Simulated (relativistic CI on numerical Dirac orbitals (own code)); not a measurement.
## Yb4+: N4,5 absorption edge

Computed with this model: Dirac-Coulomb-Breit CI, orbitals from a KLI potential per configuration, a model potential for QED, valence Slater integrals scaled by 0.7, multiplet model of core-to-valence dipole absorption; configurations [Xe] 4f12 → [Kr] 4d9 4f13 5s2 5p6; 80 K; Lorentzian 0.5 eV and Gaussian 0.2 eV FWHM. Energies are those of the free ion, without screening or charge transfer. The branching ratio is the share of the lower-energy edge in the whole absorption, uncertain by about 0.02 where the edges overlap. S is read from ⟨S²⟩ = S(S + 1).

Field parameters in Wybourne normalisation; cubic f-shell fields have B⁴₄ = √(5/14) B⁴₀ and B⁶₄ = −√(7/2) B⁶₀. The field is a parameter set, without covalency.

free ion: ground-state S = 0.99, centroid 188.52 eV. Peaks (eV, height): 182.6 (28), 186.3 (18), 190.5 (100).

Oh, B40 = -620, B60 = -930 cm⁻¹: ground-state S = 0.99, centroid 188.55 eV. Peaks (eV, height): 182.7 (29), 186.3 (19), 190.5 (100).

Oh, B40 = 3910, B60 = 910 cm⁻¹: ground-state S = 0.99, centroid 188.54 eV. Peaks (eV, height): 182.8 (29), 186.4 (20), 190.6 (100).

Strongest unbroadened transitions for Oh, B40 = -620, B60 = -930 cm⁻¹:

```csv
Energy (eV),Relative strength
182.63,0.6
182.64,7.6
182.65,7.7
182.66,29.6
186.28,0.9
186.29,0.5
186.30,26.6
186.31,0.6
186.32,0.8
190.53,7.4
190.54,100.0
190.55,49.4
190.62,0.1
190.64,0.5
190.66,1.5
190.75,0.1
202.27,0.4
202.29,0.7
```
